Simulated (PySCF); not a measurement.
# Computed vibrations of [WO2(H2O)5]2+

[WO2(H2O)5]2+ (singlet). PySCF 2.14.0, RKS PBE, W def2-SVP with ECP60, O def2-SVP, H def2-SVP; non-relativistic Hamiltonian with scalar-relativistic core potentials where named; density fitting; no spin-orbit coupling. Central differences of gradients.

```xyz
18

W     0.0000    0.0000    0.0000
O     0.0000    0.0000    1.7939
O     0.0000    0.0000   -1.7939
O     2.1623    0.0000    0.0000
H     2.7190    0.0000    0.8098
H     2.7190    0.0000   -0.8098
O     0.6682    2.0565    0.0000
H     0.8403    2.5859    0.8098
H     0.8403    2.5859   -0.8098
O    -1.7493    1.2710    0.0000
H    -2.1997    1.5982    0.8098
H    -2.1997    1.5982   -0.8098
O    -1.7494   -1.2709    0.0000
H    -2.1997   -1.5982    0.8098
H    -2.1997   -1.5982   -0.8098
O     0.6682   -2.0565    0.0000
H     0.8402   -2.5859    0.8098
H     0.8402   -2.5859   -0.8098
```

Run from Python with OMP_NUM_THREADS=4. Where DIIS fails, smearing, a level shift and second-order steps follow.
It took 100 s on 4 threads of AMD EPYC 9R45 96-Core Processor (Zen 5), on a shared host.

(1) What are the harmonic wavenumbers and infrared intensities?

(2) Is this a minimum?

Answers

(1) Modes are labelled in D5h; negative numbers are unstable modes, those under 60 cm⁻¹ near the noise; a finer grid moves soft modes by up to 10 cm⁻¹.
```json
{"cm⁻¹": "-334", "km/mol": "–", "symmetry": "a2'"}
{"cm⁻¹": "-215", "km/mol": "–", "symmetry": "e1'"}
{"cm⁻¹": "-215", "km/mol": "–", "symmetry": "e1'"}
{"cm⁻¹": "50", "km/mol": "0.0", "symmetry": "e2''"}
{"cm⁻¹": "50", "km/mol": "0.0", "symmetry": "e2''"}
{"cm⁻¹": "81", "km/mol": "677.5", "symmetry": "e1'"}
{"cm⁻¹": "81", "km/mol": "677.5", "symmetry": "e1'"}
{"cm⁻¹": "171", "km/mol": "0.0", "symmetry": "a1''"}
{"cm⁻¹": "193", "km/mol": "61.7", "symmetry": "a2''"}
{"cm⁻¹": "211", "km/mol": "0.0", "symmetry": "e1''"}
{"cm⁻¹": "211", "km/mol": "0.0", "symmetry": "e1''"}
{"cm⁻¹": "224", "km/mol": "12.3", "symmetry": "e1'"}
{"cm⁻¹": "224", "km/mol": "12.3", "symmetry": "e1'"}
{"cm⁻¹": "277", "km/mol": "0.0", "symmetry": "e2'"}
{"cm⁻¹": "277", "km/mol": "0.0", "symmetry": "e2'"}
{"cm⁻¹": "299", "km/mol": "0.0", "symmetry": "e1''"}
{"cm⁻¹": "299", "km/mol": "0.0", "symmetry": "e1''"}
{"cm⁻¹": "332", "km/mol": "0.0", "symmetry": "e2'"}
{"cm⁻¹": "332", "km/mol": "0.0", "symmetry": "e2'"}
{"cm⁻¹": "402", "km/mol": "0.0", "symmetry": "e2'"}
{"cm⁻¹": "402", "km/mol": "0.0", "symmetry": "e2'"}
{"cm⁻¹": "414", "km/mol": "109.5", "symmetry": "e1'"}
{"cm⁻¹": "414", "km/mol": "109.5", "symmetry": "e1'"}
{"cm⁻¹": "417", "km/mol": "0.0", "symmetry": "e2''"}
{"cm⁻¹": "417", "km/mol": "0.0", "symmetry": "e2''"}
{"cm⁻¹": "449", "km/mol": "0.0", "symmetry": "a1'"}
{"cm⁻¹": "639", "km/mol": "0.0", "symmetry": "e2''"}
{"cm⁻¹": "639", "km/mol": "0.0", "symmetry": "e2''"}
{"cm⁻¹": "660", "km/mol": "0.0", "symmetry": "e1''"}
{"cm⁻¹": "660", "km/mol": "0.0", "symmetry": "e1''"}
{"cm⁻¹": "681", "km/mol": "2.7", "symmetry": "a2''"}
{"cm⁻¹": "886", "km/mol": "280.7", "symmetry": "a2''"}
{"cm⁻¹": "918", "km/mol": "0.0", "symmetry": "a1'"}
{"cm⁻¹": "1520", "km/mol": "0.0", "symmetry": "e2'"}
{"cm⁻¹": "1520", "km/mol": "0.0", "symmetry": "e2'"}
{"cm⁻¹": "1529", "km/mol": "220.4", "symmetry": "e1'"}
{"cm⁻¹": "1529", "km/mol": "220.4", "symmetry": "e1'"}
{"cm⁻¹": "1544", "km/mol": "0.0", "symmetry": "a1'"}
{"cm⁻¹": "3590", "km/mol": "0.0", "symmetry": "e2'"}
{"cm⁻¹": "3590", "km/mol": "0.0", "symmetry": "e2'"}
{"cm⁻¹": "3597", "km/mol": "720.3", "symmetry": "e1'"}
{"cm⁻¹": "3597", "km/mol": "720.3", "symmetry": "e1'"}
{"cm⁻¹": "3614", "km/mol": "0.0", "symmetry": "a1'"}
{"cm⁻¹": "3697", "km/mol": "0.0", "symmetry": "e2''"}
{"cm⁻¹": "3697", "km/mol": "0.0", "symmetry": "e2''"}
{"cm⁻¹": "3700", "km/mol": "0.0", "symmetry": "e1''"}
{"cm⁻¹": "3700", "km/mol": "0.0", "symmetry": "e1''"}
{"cm⁻¹": "3704", "km/mol": "1238.8", "symmetry": "a2''"}
```

(2) No: 3 unstable; the lowest moves the atoms so:
```
W    0.00  0.00  0.00
O    0.00  0.00  0.00
O    0.00  0.00  0.00
O    0.00 -0.05  0.00
H    0.00  0.31  0.00
H    0.00  0.31  0.00
O    0.05 -0.01  0.00
H   -0.30  0.10  0.00
H   -0.30  0.10  0.00
O    0.03  0.04  0.00
H   -0.18 -0.25  0.00
H   -0.18 -0.25  0.00
O   -0.03  0.04  0.00
H    0.18 -0.25  0.00
H    0.18 -0.25  0.00
O   -0.05 -0.01  0.00
H    0.30  0.10  0.00
H    0.30  0.10  0.00
```
